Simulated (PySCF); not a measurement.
Exercise with solution: entropy of an ideal gas

aminoborane (BH4N), SMILES BN.

Geometry optimised at B3LYP-D3(BJ)/def2-TZVP.

B3LYP-D3(BJ)/def2-TZVP run with PySCF gives the harmonic wavenumbers 630, 751, 857, 1018, 1141, 1158, 1366, 1650, 2579, 2656, 3577, 3664 cm⁻¹ and the rotational temperatures 6.7002, 1.3339, 1.1125 K. The molar mass is 28.85 g/mol, the symmetry number 2, the spin multiplicity 1.

Problem. Work out the entropy at 298.15 K and 1 atm in the rigid-rotor, harmonic-oscillator model.

Solution. 
Translation (Sackur–Tetrode at 1 atm): S = R[1.5 ln M + 2.5 ln T − 1.16487] = 150.7 J/(mol K).
Rotation: q = (√π/σ) T^1.5/√(θA θB θC) = 1450, S = R[ln q + 3/2] = 73.0 J/(mol K).
Vibration: with u = 1.4388 ν/T, each mode gives R[u/(e^u − 1) − ln(1 − e^−u)]:
| ν (cm⁻¹) | modes | u | S (J/(mol K)) |
|---|---|---|---|
| 630 | 1 | 3.04 | 1.68 |
| 751 | 1 | 3.62 | 1.05 |
| 857 | 1 | 4.14 | 0.69 |
| 1018 | 1 | 4.91 | 0.36 |
| 1141 | 1 | 5.51 | 0.22 |
| 1158 | 1 | 5.59 | 0.21 |
| 1366 | 1 | 6.59 | 0.09 |
| 1650 | 1 | 7.96 | 0.03 |
The stiffer modes add less than 0.005 each. Sum 4.3 J/(mol K).
Spin: R ln 1 = 0.0 J/(mol K).
Total 228.0 J/(mol K); the program's own thermochemistry gives 228.0. Translation makes up 66 % and vibration 2 %. Anharmonicity, hindered rotation and orbital degeneracy are left out.
